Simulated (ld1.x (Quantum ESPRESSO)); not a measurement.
# Cutoff test, Zr (Z = 40), RRKJ

Zr (Z = 40), norm-conserving RRKJ (Kleinman–Bylander form), made with ld1.x (Quantum ESPRESSO) 7.5 (PW91, scalar-relativistic). Core [Ar] 3d10, reference 4s2 4p6 4d2 5s2 5p0. Waves: 4s (bound): rc 1.85 bohr; 4p (bound): rc 1.85 bohr; 4d (bound): rc 2.70 bohr. Local part: all-electron potential smoothed inside 1.55 bohr (lloc = -1). Core correction: Bessel-smoothed model core inside 1.35 bohr. rho0 = 0.02.

Occupied shells without a wave of their own: 5s. They enter only through the test configuration that unscreens the potential, and ld1.x also counts them in the model core charge.

The pseudo-atom Hamiltonian at the reference potential is diagonalised in spherical Bessel functions j_l(qr) that vanish at 20 bohr, with q² up to the cutoff. All-electron valence levels (Ry): 4s -4.0096, 5s -0.3296, 4p -2.3888, 5p -0.1107, 4d -0.2676.

Q: How do the lowest levels (Ry) of each channel move with the cutoff, and are there ghosts?

A:

| cutoff (Ry) | s #1 | s #2 | s #3 | p #1 | p #2 | p #3 | d #1 | d #2 | f #1 | Σ f·Δε (mRy) |
| --- | --- | --- | --- | --- | --- | --- | --- | --- | --- | --- |
| 8 | -3.6730 | -0.3164 | 0.0009 | -2.0812 | -0.0871 | 0.0569 | -0.1039 | 0.0603 | 0.1060 | 2887.8 |
| 12 | -3.7235 | -0.3175 | 0.0007 | -2.3276 | -0.1053 | 0.0509 | -0.2086 | 0.0522 | 0.1060 | 1096.8 |
| 21 | -3.9192 | -0.3296 | -0.0010 | -2.3836 | -0.1119 | 0.0489 | -0.2671 | 0.0494 | 0.1060 | 228.0 |
| 30 | -3.9909 | -0.3356 | -0.0018 | -2.3862 | -0.1119 | 0.0488 | -0.2676 | 0.0494 | 0.1060 | 56.4 |
| 45 | -4.0095 | -0.3371 | -0.0020 | -2.3887 | -0.1119 | 0.0488 | -0.2676 | 0.0494 | 0.1060 | 0.9 |
| 55 | -4.0097 | -0.3371 | -0.0020 | -2.3887 | -0.1120 | 0.0488 | -0.2676 | 0.0494 | 0.1060 | 0.6 |
| 400 | -4.0097 | -0.3371 | -0.0020 | -2.3888 | -0.1120 | 0.0488 | -0.2676 | 0.0494 | 0.1060 | 0.0 |

Result: no extra level below or beside the all-electron valence levels (s, p, d, f tested); 10 mRy is reached at 40 Ry and 1 mRy at 45 Ry.

ld1.x takes every shell without a wave as core, so the model core holds the 5s electrons as well and exchange and correlation see them twice. This cancels in the reference configuration, but the file is broken for other ones, and its errors say nothing about a proper core correction. Its largest configuration-test error is -1417 meV.
